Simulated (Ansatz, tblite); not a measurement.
Cost and result up the ladder for the cluster GeO3H2 (6 atoms). Total charge 0; singlet. Geometry: PBE-D4/def2-SVP.

```xyz
6

Ge    0.0883    0.4056   -0.1893
O    -0.5821    0.1035    1.4207
O     1.2190   -0.8022   -0.9009
O    -0.2651   -0.7651   -1.5116
H    -0.6702   -0.8582    1.5756
H     0.2103    1.9165   -0.3944
```

Ansatz on 4 threads of Arm Neoverse V2 on a shared host; xTB runs through tblite on one thread. Times are rough, summed over both states, and most runs start from the orbitals of an earlier one. No level here is sound enough to serve as a yardstick. The other state is a triplet.

The xTB rows come from tblite. The structure comes from a short search, and lower isomers may exist.

xTB has no spin-polarisation term.

```csv
level,functions,vertical triplet (eV),remarks
GFN1-xTB,25,5.08,–
PBE0-D4/def2-TZVP,153,2.33,restricted SCF unstable in HF (singlet)
r2SCAN-D4/def2-TZVP,153,2.22,restricted SCF unstable in HF (singlet)
GFN2-xTB,23,4.77,–
PBE-D4/def2-TZVP,153,2.33,restricted SCF unstable in HF (singlet)
```

Problem. Estimate how long each takes.

Solution. GFN2-xTB 0.004 s; GFN1-xTB 0.006 s; PBE-D4/def2-TZVP 2.5 s; PBE0-D4/def2-TZVP 3.7 s; r2SCAN-D4/def2-TZVP 5.7 s. On shared hardware such times vary by a factor of up to 3.
